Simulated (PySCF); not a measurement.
Worked example: oscillator strength and radiative lifetime

AlFH2S2, SMILES [F][Al]([SH])[SH].

Geometry optimised at B3LYP-D3(BJ)/def2-SVP. Other conformers were not sampled.

TDA-ωB97X/def2-SVPD (PySCF 2.14.0) puts the first singlet state with f over 0.02 at 6.69 eV (vertical), with the transition dipole (0.000, 0.000, 0.935) in atomic units.

Problem. Find the oscillator strength, the wavelength and the radiative lifetime that this transition would have in vacuum if emission retraced absorption.

Solution. 
|μ|² = 0.8742 au, so |μ| = 2.38 D. ΔE = 6.69/27.211 = 0.2459 hartree. f = (2/3) ΔE |μ|² = 0.143 (the program prints 0.143).
λ = 1239.84/6.69 = 185 nm; ν = 53958 cm⁻¹.
Einstein's coefficient A = 0.6670 ν² f s⁻¹ (ν in cm⁻¹) = 2.8e8 s⁻¹, so τ = 1/A = 3.6 ns. This state is S3; the lower singlets have f = 0.000, 0.007. The figure is the radiative limit of this one transition; relaxation, internal conversion, crossing to triplets and a medium change what is measured.
